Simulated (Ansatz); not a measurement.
Computed with Ansatz on PBE0-D4/def2-TZVP structures; ΔE is electronic, products minus reactants. CCSD(T)/CBS is the MP2 limit (def2-TZVPP, def2-QZVPP) plus CCSD(T) − MP2 in def2-TZVPP, frozen cores. Functionals use def2-TZVPP. B3LYP here is the variant with VWN-RPA as its local correlation; programs differ in this. No spin–orbit coupling; open shells (•) take unrestricted orbitals. For Ge outer-core shells are correlated without core-valence functions, which leaves a few kJ/mol of doubt a bond. Scalar relativity is left out up to krypton. One conformer a species, not always the lowest.

Reaction (homolysis of the O–Si bond): `O[SiH](Cl)[O][GeH3]` → `[O][GeH3]`• + `O[SiH]Cl`•

`O[SiH](Cl)[O][GeH3]`:

```xyz
10

O     0.237   -1.683   -0.950
Si    0.992   -0.860    0.243
Cl    2.546    0.197   -0.608
O    -0.066    0.123    0.945
Ge   -1.282    1.270    0.308
H     0.762   -1.986   -1.692
H     1.576   -1.742    1.265
H    -1.300    2.430    1.309
H    -2.623    0.528    0.270
H    -0.841    1.725   -1.089
```

`[O][GeH3]`•:

```xyz
5

O    -0.890    1.401    0.406
Ge    0.037   -0.081    0.000
H    -0.929   -1.262   -0.179
H     1.071   -0.361    1.100
H     0.711    0.304   -1.327
```

`O[SiH]Cl`•:

Cartesian coordinates in Å:
```
O 0.263 -1.080 -0.397
Si 0.348 0.529 -0.096
Cl -1.494 1.280 0.459
H -0.390 -1.392 -1.027
H 1.274 0.663 1.061
```

CCSD(T)/CBS gives +596.1 kJ/mol.

**Question.** Another level gave +604.6 kJ/mol. Which?
A. B2PLYP/def2-TZVPP
B. B3LYP-D4/def2-TZVPP
C. SCS-MP2/def2-TZVPP
D. ωB97M-V/def2-TZVPP

**Answer.** C. SCS-MP2/def2-TZVPP 604.6, B2PLYP 567.5, ωB97M-V 584.9, B3LYP-D4 555.7 kJ/mol.

Largest T1 diagnostic among the species: 0.015.

In def2-TZVPP, CCSD(T) changes the Hartree–Fock value by +126.9 kJ/mol (the triples alone add +8.3 kJ/mol) and MP2 by +165.1 kJ/mol; breaking electron pairs costs correlation energy, which Hartree–Fock lacks. The D4 term adds +17.6 kJ/mol with B3LYP and +9.8 kJ/mol with PBE0; it sums over pairs of atoms, weighted by their polarisabilities, and B3LYP, whose exchange is more repulsive, gets the larger term.
